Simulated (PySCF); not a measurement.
**Electron correlation in Pt⁻ (platinum, charge -1)**

[Xe] 4f14 5d9 6s2, 2D determinant. Calculation: PySCF 2.14, in aug-cc-pVTZ-PP with one added diffuse shell each of s, p, d, f, g type with ECP60MDF (7s7p6d4f3g, 113 functions); scalar relativity through the core potential. Frozen: 5s2 5p6; 11 electrons correlated.

MP2 pair energies summed by pair of shells (mhartree):

| pair | energy | share (%) |
| --- | --- | --- |
| 5d-5d | -276.87 | 72.5 |
| 5d-6s | -87.96 | 23.0 |
| 6s-6s | -17.11 | 4.5 |

Total MP2 correlation energy: -381.94 mhartree.

Same-spin part -126.32 and opposite-spin part -255.63 mhartree; SCS-MP2 scales them by 1/3 and 6/5 to -348.86 mhartree.
